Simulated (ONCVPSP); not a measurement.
Ranking ONCV potentials for Li

All share these settings but for the change named:

Li (Z = 3), optimised norm-conserving Vanderbilt (ONCV), made with ONCVPSP 4.0.1 (PBE, scalar-relativistic). Core none, reference 1s2 2s0.5 (charge +0.5). Waves: 1s+2s: rc 1.10 bohr, ncon 5, nbas 9, qcut 11.1 1/bohr, 2 projectors; p scattering state at 0.44 Ha: rc 1.10 bohr, ncon 4, nbas 9, qcut 9.1 1/bohr, 2 projectors, debl 1 Ha. Local part: polynomial inside 0.95 bohr (lpopt 5, dvloc0 3 Ha). Core correction: none.

Test errors are all-electron minus pseudo excitation energies from the reference, over 1s2 2s1; 1s2 2s0; 1s2 2s0 2p1; 1s1 2s1. None of these files shows a bound ghost.

The base gives 615.0 meV.

Of 12 variants that were run, those that failed, showed a ghost or another fault, or gave nearly equal values are left out.

A variant can come out equal or close to the base, since the largest error may sit in a test that the change hardly touches while other tests move.

Rank these variants by their largest absolute test error, smallest first.
A. s: rc 1.02
B. s: qcut 7.1; p: qcut 5.8
C. s: ncon 3, nbas 7
D. all radii scaled by about 1.05 (s 1.16, p 1.16 bohr); local potential polynomial inside 1.00 bohr (lpopt 5, dvloc0 3 Ha)
E. functional PBEsol

A (517.0 meV), E (593.2 meV), D (688.4 meV), C (808.2 meV), B (1140.2 meV).
